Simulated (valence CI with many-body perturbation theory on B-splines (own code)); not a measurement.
**Energy levels of Os63+**

Computed by valence CI with perturbative core correlation (CI+MBPT): three valence electrons over a frozen Dirac-Fock core [Ne], radial functions for each j: 11 s, 11 p, 10 d, 8 f, 5 g, 2 h, with the one-electron correlation potential Σ1, the two-electron term Σ2, the three-electron term Σ3, Breit, model QED; selected CI, second order for the rest, scaled by the run's own slope (own B-spline code, finite nucleus).

The last digits are not significant, and no measured levels were compared; by estimate large intervals hold to a few tenths of a per cent, small ones and those within an open d or f shell to about a per cent.

Levels 1 to 45 of 157, with energies above the lowest level, (3s^2 3p1/2) J=1/2. "Leading %" is the weight of the configuration and term that name the level; weights of strongly mixed levels are sums over their largest components and can fall short. In the jj column 3d3/2^4 stands for four electrons in 3d with j = 3/2.

| No. | Configuration | Term | J | E (× 10³ cm⁻¹) | Leading % | Second component | Leading jj |
| --- | --- | --- | --- | --- | --- | --- | --- |
| 1 | 3s2 3p | 2P° | 1/2 | 0.00 | 100 |  | 3s^2 3p1/2 (100 %) |
| 2 | 3s 3p2 | 4P | 1/2 | 1411.3 | 52 | 31 % 3s 3p2 2S | 3s 3p1/2^2 (99 %) |
| 3 | 3s2 3p | 2P° | 3/2 | 3331.1 | 99 |  | 3s^2 3p3/2 (99 %) |
| 4 | 3s 3p2 | 4P | 3/2 | 4487.3 | 88 | 9 % 3s 3p2 2D | 3s 3p1/2 3p3/2 (99 %) |
| 5 | 3s 3p2 | 2D | 5/2 | 4639.9 | 62 | 37 % 3s 3p2 4P | 3s 3p1/2 3p3/2 (98 %) |
| 6 | 3s 3p2 | 2D | 3/2 | 4813.0 | 48 | 29 % 3s 3p2 2P | 3s 3p1/2 3p3/2 (80 %) |
| 7 | 3s 3p2 | 2P | 1/2 | 4898.5 | 69 | 30 % 3s 3p2 4P | 3s 3p1/2 3p3/2 (99 %) |
| 8 | 3s2 3d | 2D | 3/2 | 5285.1 | 79 | 12 % 3s 3p2 2D | 3s^2 3d3/2 (79 %) |
| 9 | 3s2 3d | 2D | 5/2 | 5958.8 | 97 |  | 3s^2 3d5/2 (97 %) |
| 10 | 3s 3p 3d | 4F° | 3/2 | 6190.2 | 26 | 24 % 3p3 2P° | 3p1/2^2 3p3/2 (51 %) |
| 11 | 3s 3p 3d | 4F° | 3/2 | 6299.1 | 52 | 16 % 3p3 2P° | 3s 3p1/2 3d3/2 (64 %) |
| 12 | 3s 3p 3d | 4F° | 5/2 | 6397.1 | 42 | 32 % 3s 3p 3d 2F° | 3s 3p1/2 3d3/2 (98 %) |
| 13 | 3s 3p 3d | 4D° | 1/2 | 6619.4 | 57 | 37 % 3s 3p 3d 2P° | 3s 3p1/2 3d3/2 (99 %) |
| 14 | 3s 3p 3d | 4D° | 3/2 | 6679.3 | 31 | 21 % 3s 3p 3d 2P° | 3s 3p1/2 3d3/2 (85 %) |
| 15 | 3s 3p 3d | 4P° | 5/2 | 7147.1 | 38 | 31 % 3s 3p 3d 4D° | 3s 3p1/2 3d5/2 (100 %) |
| 16 | 3s 3p 3d | 4F° | 7/2 | 7267.6 | 42 | 35 % 3s 3p 3d 2F° | 3s 3p1/2 3d5/2 (99 %) |
| 17 | 3s 3p 3d | 2F° | 5/2 | 7352.6 | 51 | 21 % 3s 3p 3d 2D° | 3s 3p1/2 3d5/2 (98 %) |
| 18 | 3s 3p 3d | 2P° | 3/2 | 7391.6 | 37 | 34 % 3s 3p 3d 2D° | 3s 3p1/2 3d5/2 (92 %) |
| 19 | 3s 3p2 | 4P | 5/2 | 7917.0 | 61 | 38 % 3s 3p2 2D | 3s 3p3/2^2 (99 %) |
| 20 | 3p2 3d | 2D | 3/2 | 7972.0 | 41 | 34 % 3p2 3d 4F | 3p1/2^2 3d3/2 (99 %) |
| 21 | 3s 3p2 | 2S | 1/2 | 8229.7 | 68 | 18 % 3s 3p2 4P | 3s 3p3/2^2 (99 %) |
| 22 | 3s 3p2 | 2P | 3/2 | 8288.0 | 60 | 30 % 3s 3p2 2D | 3s 3p3/2^2 (98 %) |
| 23 | 3p2 3d | 2D | 5/2 | 8848.1 | 34 | 20 % 3p2 3d 4D | 3p1/2^2 3d5/2 (98 %) |
| 24 | 3p3 | 2D° | 5/2 | 9466.5 | 67 | 14 % 3s 3p 3d 2D° | 3p1/2 3p3/2^2 (67 %) |
| 25 | 3p3 | 4S° | 3/2 | 9509.2 | 49 | 42 % 3p3 2D° | 3p1/2 3p3/2^2 (92 %) |
| 26 | 3p3 | 2P° | 1/2 | 9651.6 | 79 | 14 % 3s 3p 3d 2P° | 3p1/2 3p3/2^2 (79 %) |
| 27 | 3s 3p 3d | 4D° | 3/2 | 9730.7 | 43 | 34 % 3s 3p 3d 4P° | 3s 3p3/2 3d3/2 (97 %) |
| 28 | 3s 3p 3d | 4P° | 1/2 | 9746.1 | 77 | 16 % 3s 3p 3d 4D° | 3s 3p3/2 3d3/2 (94 %) |
| 29 | 3s 3p 3d | 4D° | 5/2 | 9769.4 | 38 | 22 % 3s 3p 3d 4F° | 3s 3p3/2 3d3/2 (77 %) |
| 30 | 3s 3p 3d | 4F° | 7/2 | 9789.6 | 42 | 38 % 3s 3p 3d 2F° | 3s 3p3/2 3d3/2 (95 %) |
| 31 | 3s 3p 3d | 2D° | 3/2 | 10026 | 60 | 20 % 3s 3p 3d 4P° | 3s 3p3/2 3d3/2 (90 %) |
| 32 | 3s 3p 3d | 2F° | 5/2 | 10130 | 65 | 8 % 3p3 2D° | 3s 3p3/2 3d3/2 (90 %) |
| 33 | 3s 3p 3d | 2P° | 1/2 | 10178 | 63 | 20 % 3s 3p 3d 4D° | 3s 3p3/2 3d3/2 (85 %) |
| 34 | 3s 3p 3d | 4F° | 9/2 | 10309 | 100 |  | 3s 3p3/2 3d5/2 (100 %) |
| 35 | 3s 3p 3d | 2D° | 5/2 | 10498 | 46 | 38 % 3s 3p 3d 4P° | 3s 3p3/2 3d5/2 (98 %) |
| 36 | 3s 3p 3d | 2F° | 7/2 | 10569 | 55 | 38 % 3s 3p 3d 4D° | 3s 3p3/2 3d5/2 (96 %) |
| 37 | 3s 3p 3d | 2D° | 3/2 | 10598 | 42 | 41 % 3s 3p 3d 2P° | 3s 3p3/2 3d5/2 (92 %) |
| 38 | 3s 3p 3d | 2F° | 7/2 | 10732 | 71 | 20 % 3s 3p 3d 4D° | 3s 3p3/2 3d5/2 (99 %) |
| 39 | 3s 3p 3d | 2P° | 1/2 | 10807 | 83 | 7 % 3s 3p 3d 4D° | 3s 3p3/2 3d5/2 (94 %) |
| 40 | 3s 3p 3d | 2P° | 3/2 | 10898 | 75 | 9 % 3s 3p 3d 4P° | 3s 3p3/2 3d5/2 (99 %) |
| 41 | 3s 3p 3d | 2D° | 5/2 | 10917 | 62 | 22 % 3s 3p 3d 2F° | 3s 3p3/2 3d5/2 (95 %) |
| 42 | 3p2 3d | 2F | 5/2 | 11082 | 48 | 36 % 3p2 3d 4F | 3p1/2 3p3/2 3d3/2 (91 %) |
| 43 | 3p2 3d | 4F | 3/2 | 11149 | 41 | 24 % 3p2 3d 4D | 3p1/2 3p3/2 3d3/2 (98 %) |
| 44 | 3p2 3d | 4D | 1/2 | 11172 | 81 | 16 % 3p2 3d 2P | 3p1/2 3p3/2 3d3/2 (99 %) |
| 45 | 3p2 3d | 2G | 7/2 | 11210 | 52 | 26 % 3p2 3d 2F | 3p1/2 3p3/2 3d3/2 (96 %) |

The ionisation energy to 3s2 1S_0 of the next ion comes out as 7185.6 eV (NIST: 7185 ± 19 eV (theoretical)). All 157 levels together are meant to be complete up to 28265 × 10³ cm⁻¹.
